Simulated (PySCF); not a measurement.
Magnetic susceptibility: `FC1(F)[C@@H]2CO[C@H]1C2`, C$_{5}$H$_{6}$F$_{2}$O

Molfile (atoms numbered from 1):
```
C5H6F2O
     RDKit          3D

 14 15  0  0  0  0  0  0  0  0999 V2000
    1.8174   -0.8143    1.0400 F   0  0  0  0  0  0  0  0  0  0  0  0
    1.0596    0.1861    0.5412 C   0  0  0  0  0  0  0  0  0  0  0  0
    1.6597    1.3314    0.9398 F   0  0  0  0  0  0  0  0  0  0  0  0
   -0.4624    0.1402    0.7522 C   0  0  2  0  0  0  0  0  0  0  0  0
   -0.7371   -1.2261    0.1224 C   0  0  0  0  0  0  0  0  0  0  0  0
    0.0659   -1.1373   -1.0649 O   0  0  0  0  0  0  0  0  0  0  0  0
    0.6414    0.1448   -0.9434 C   0  0  1  0  0  0  0  0  0  0  0  0
   -0.5399    1.0361   -0.5027 C   0  0  0  0  0  0  0  0  0  0  0  0
   -0.9281    0.3836    1.6986 H   0  0  0  0  0  0  0  0  0  0  0  0
   -1.7851   -1.3712   -0.1508 H   0  0  0  0  0  0  0  0  0  0  0  0
   -0.3956   -2.0619    0.7379 H   0  0  0  0  0  0  0  0  0  0  0  0
    1.3118    0.3621   -1.7658 H   0  0  0  0  0  0  0  0  0  0  0  0
   -0.2677    2.0706   -0.3235 H   0  0  0  0  0  0  0  0  0  0  0  0
   -1.4406    0.9554   -1.1033 H   0  0  0  0  0  0  0  0  0  0  0  0
  1  2  1  0
  2  3  1  0
  2  4  1  0
  4  5  1  0
  5  6  1  0
  6  7  1  0
  7  8  1  0
  7  2  1  0
  8  4  1  0
  4  9  1  1
  5 10  1  0
  5 11  1  0
  7 12  1  6
  8 13  1  0
  8 14  1  0
M  END
```

The calculation used GIAO B3LYP/pcSseg-1 magnetisability, rotational g tensor and spin-rotation constants, non-relativistic, gas phase in PySCF 2.14.0. Geometry: GFN2-xTB.

(1) What are the magnetisability and the molar susceptibility?

(2) Split it along the inertial axes a, b, c into diamagnetic and paramagnetic parts about the centre of mass, with the quadrupole moment.

(3) And the rotational g tensor?

## Answers

(1) Isotropic -1084 × 10⁻³⁰ J/T², or -65.3 × 10⁻⁶ cm³/mol; principal values -1123, -1075, -1055 × 10⁻³⁰ J/T², anisotropy 60 × 10⁻³⁰ J/T² (root of half the summed squared differences of the principal values). The susceptibility is in cgs units.

(2) 
| axis | χ (10⁻⁶ cm³/mol) | diamagnetic (10⁻⁶ cm³/mol) | paramagnetic (10⁻⁶ cm³/mol) | summed x² of all electrons (Å²) | quadrupole Θ (D Å) |
| --- | --- | --- | --- | --- | --- |
| a | -65.4 | -431.8 | 366.4 | 98.3 | -4.99 |
| b | -64.4 | -583.1 | 518.7 | 62.6 | -0.17 |
| c | -66.1 | -682.3 | 616.3 | 39.2 | +5.16 |

Anisotropies 2χaa − χbb − χcc = -0.2 and 2χbb − χaa − χcc = +2.6 × 10⁻⁶ cm³/mol. Θ is traceless in Buckingham's convention.

(3) 
```csv
axis,rotational constant (GHz),g,nuclear part,electronic part
a,3.4638,-0.0218,0.5744,-0.5962
b,2.2982,-0.0186,0.5414,-0.5600
c,1.8997,-0.0167,0.5333,-0.5500
```
Asymmetric top; isotopes 12C, 19F, 1H, 16O; no vibrational averaging.
